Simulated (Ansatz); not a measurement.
Consider the ligand exchange at the Sn–F bond: `C#[C][SnH2][F]` + HCl → `C#[C][SnH2][Cl]` + H–F.

Isolated molecules relaxed with PBE0-D4/def2-TZVP in Ansatz; ΔE leaves out vibrations. CBS: MP2 limit from def2 TZ/QZ plus the TZ coupled-cluster correction, frozen cores. This one scheme is used for every species. DFT in def2-TZVPP. HSE06 is defined as in plane-wave codes. Elements past krypton have def2 core potentials. For Sn outer-core shells are correlated without core-valence functions, which leaves a few kJ/mol of doubt a bond.

```
          species  HSE06 energy (Eh)
 `C#[C][SnH2][F]`         -391.97519
              HCl         -460.65753
`C#[C][SnH2][Cl]`         -752.25710
              H–F         -100.38998
```

(1) Work out ΔE.

Largest T1 diagnostic among the species: 0.014.

Results:

(1) ΔE = (-752.25710) + (-100.38998) − (-391.97519) − (-460.65753) = -0.01436 Eh = -9.0 kcal/mol. CCSD(T)/CBS gives -9.2 kcal/mol.

At CCSD(T), def2-SVP lies +2.5 kcal/mol from the extrapolated value and def2-TZVPP +0.6 kcal/mol. The D4 term adds −1.2 kcal/mol with B3LYP and −0.6 kcal/mol with PBE0; it sums over pairs of atoms, weighted by their polarisabilities, and B3LYP, whose exchange is more repulsive, gets the larger term. Leaving LDA and LC-ωPBE aside and taking each functional with its dispersion term where it has one, the values, not all of them listed here, spread over 3.7 kcal/mol, from PBE-QIDH to BLYP-D4. LDA lies −1.2 kcal/mol from PBE without D4.

B3LYP here is the variant with VWN-RPA as its local correlation; programs differ in this.
